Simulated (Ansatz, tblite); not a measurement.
Cost and result up the ladder for Si(SH)2Cl2 (SiH₂S₂Cl₂) (7 atoms). Total charge 0; singlet. Geometry: PBE-D4/def2-SVP.

```xyz
7

Si    0.060    0.046    0.108
S    -1.636    0.863   -0.902
H    -2.129    1.431    0.235
S     0.564   -1.696   -1.020
H     1.882   -1.622   -0.679
Cl   -0.440   -0.344    2.086
Cl    1.698    1.322    0.172
```

Ansatz on 4 threads of Arm Neoverse V2 on a shared host; xTB runs through tblite on one thread. Times are rough, summed over both states, and most runs start from the orbitals of an earlier one. PBE0-D4/def2-TZVP serves as the yardstick here, not as an exact answer. The other state is a triplet.

The xTB rows come from tblite. HOMO above LUMO, or a gap near zero within one spin, warns that the state may not be the lowest or that an electron is smeared out.

xTB has no spin-polarisation term.

| level | functions | wall time | vertical triplet (eV) | difference from PBE0-D4/def2-TZVP (eV) | remarks |
| --- | --- | --- | --- | --- | --- |
| GFN2-xTB | 47 | 0.015 s | 5.23 | -0.12 | – |
| GFN1-xTB | 49 | 0.017 s | 6.89 | 1.54 | – |
| PBE-D4/def2-TZVP (with forces) | 197 | 7.5 s | 4.93 | -0.42 | gap within one spin near zero (triplet) |
| PBE0-D4/def2-TZVP | 197 | 12 s | 5.35 | 0.00 | – |
| r2SCAN-D4/def2-TZVP | 197 | 18 s | 5.25 | -0.10 | gap within one spin near zero (triplet) |
